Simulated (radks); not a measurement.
The numbers below are computed, except where a source is named.
Spherical jellium clusters: N electrons in a uniform positive sphere of charge N and radius rs N^(1/3), rs = 5.97 bohr. Level of theory: non-relativistic Kohn-Sham, LDA (Slater exchange, Perdew-Wang correlation), spin-polarised, spherical densities (a radial shooting solver with Libxc functionals). Levels are named by radial order and angular momentum (1s, 1p, 1d, 2s, ...), and open shells are averaged over m.

N = 25, configuration 1s2 1p6 1d10 2s2 1f(up 5, down 0). This is the lowest configuration that the search found. Occupied and some empty levels:

level,occupation,eigenvalue (eV),<r> (bohr)
1s up,1,-3.2845,11.33
1s down,1,-3.1682,10.69
1p up,3,-3.0134,12.77
1p down,3,-2.8609,12.52
1d up,5,-2.6337,13.73
1d down,5,-2.4644,13.66
2s up,1,-2.3126,10.02
2s down,1,-2.2468,10.40
1f up,5,-2.1608,14.52
1f down,0,-1.9855,14.55
2p up,0,-1.6958,11.95
2p down,0,-1.6232,12.04
1g up,0,-1.6084,15.25
1g down,0,-1.4350,15.35
2d up,0,-1.0814,14.00
2d down,0,-0.99813,14.08

Energy (eV): total -43.8752, kinetic 21.589, external -1167.2, Hartree 583.29, exchange-correlation -66.095, background 584.56.

Electron density:

r (bohr),n(r) (e/bohr^3)
1.23,0.001624
2.60,0.001473
3.96,0.001267
5.33,0.001077
6.70,0.0009735
8.07,0.0009915
9.43,0.001117
10.8,0.001285
12.2,0.001388
13.5,0.001317
14.9,0.001043
16.3,0.0006580
17.6,0.0003267
19.0,0.0001339
20.4,0.00004856
21.7,0.00001608
23.1,5.030e-06
24.5,1.520e-06
25.8,4.530e-07
27.2,1.322e-07
